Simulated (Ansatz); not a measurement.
`F[Si](F)(F)[GeH3]` + HBr → `F[Si](F)(F)Br` + GeH₄ at 700 K and 1 bar (cleavage of the Si–Ge bond).

Calculated with Ansatz (gas phase, PBE0-D4/def2-TZVP geometries, no zero-point term in ΔE). CBS: MP2 limit from def2 TZ/QZ plus the TZ coupled-cluster correction, frozen cores. For Br, Ge outer-core shells are correlated without core-valence functions, which leaves a few kJ/mol of doubt a bond. Scalar relativity is left out up to krypton.

| species | CCSD(T)/CBS energy (Eh) | H − E (kJ/mol) | S (J/(mol·K)) |
| --- | --- | --- | --- |
| `F[Si](F)(F)[GeH3]` | -2666.58098 | 161.8 | 465.3 |
| HBr | -2573.91920 | 36.5 | 223.7 |
| `F[Si](F)(F)Br` | -3162.03492 | 82.3 | 396.9 |
| GeH₄ | -2078.49493 | 112.9 | 267.3 |

H − E and S are ideal-gas, rigid-rotor, harmonic terms from PBE0-D4/def2-TZVP. 1 Eh = 2625.50 kJ/mol, R = 8.31446 J/(mol·K).

Problem. By hand: ΔE, ΔH, ΔS and ΔG.

Solution. ΔE = (-3162.03492) + (-2078.49493) − (-2666.58098) − (-2573.91920) = -0.02967 Eh = -77.9 kJ/mol. Δ(H − E) = 82.3 + 112.9 − 161.8 − 36.5 = -3.1, so ΔH = -81.0 kJ/mol. ΔS = 396.9 + 267.3 − 465.3 − 223.7 = -24.8 J/(mol·K). ΔG = -81.0 − 700 × (-24.8)/1000 = -63.6 kJ/mol.

Problem. By hand: the equilibrium constant, and the temperature at which ΔG would vanish if ΔH and ΔS stayed fixed.

Solution. log₁₀ K = −ΔG/(RT ln 10) = 4.7. ΔG = 0 at ΔH/ΔS = 3266 K, far beyond where these terms or the molecules hold.

ΔH outweighs TΔS. A doubt of 5 kJ/mol in ΔE shifts log₁₀ K by 0.4 here. These are equilibria of isolated gas molecules and say nothing of rates. Largest T1 diagnostic: 0.012 (customary marks: 0.02 for closed shells, 0.045 for open ones).
